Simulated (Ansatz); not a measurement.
Ideal-gas functions of `CC(=O)Br` at 500 K and 1 bar, from an Ansatz frequency run at PBE0-D4/def2-TZVP.

Molar mass 122.95 g/mol, point group Cs (symmetry number 1), electronic degeneracy 1, moments of inertia 49.488, 167.177, 213.549 u Å². Harmonic wavenumbers (cm⁻¹, unscaled): 137, 301, 353, 504, 582, 963, 1033, 1109, 1378, 1452, 1453, 1923, 3071, 3153, 3175.

Use S(trans) = R[1.5 ln M + 2.5 ln T − 1.1517]; rotational temperatures θ = 24.2544 K / I; S(rot) = R[ln(√π/σ · √(T³/θAθBθC)) + 1.5]; for each mode x = 1.438777 ν̃/T, S = R[x/(eˣ − 1) − ln(1 − e⁻ˣ)] and H = RT x/(eˣ − 1); 1 cm⁻¹ = 0.0119627 kJ/mol; R = 8.31446 J/(mol·K).

By hand: the entropy, in J/(mol·K).

Translation 179.6. Rotation: θ = 0.4901, 0.1451, 0.1136 K, giving 114.8. Vibration, mode by mode: 16.11, 9.76, 8.53, 5.92, 4.94, 2.08, 1.77, 1.49, 0.80, 0.67, 0.67, 0.22, 0.01, 0.01, 0.01, in all 53.0. Electronic 0.0. Sum 347.4 J/(mol·K).

By hand: H − E and G − E in kJ/mol, counted from the electronic energy.

Zero-point energy ½ × 20587 × 0.0119627 = 123.1; thermal vibration 14.8; translation, rotation and pV give 4 RT = 16.6. H − E = 154.5 kJ/mol, and G − E = 154.5 − 500 × 347.4/1000 = -19.2 kJ/mol.

Vibration gives 15 % of the entropy, 16.1 J/(mol·K) of it from the mode under 150 cm⁻¹: soft modes count most, and the harmonic formula is weakest for them.
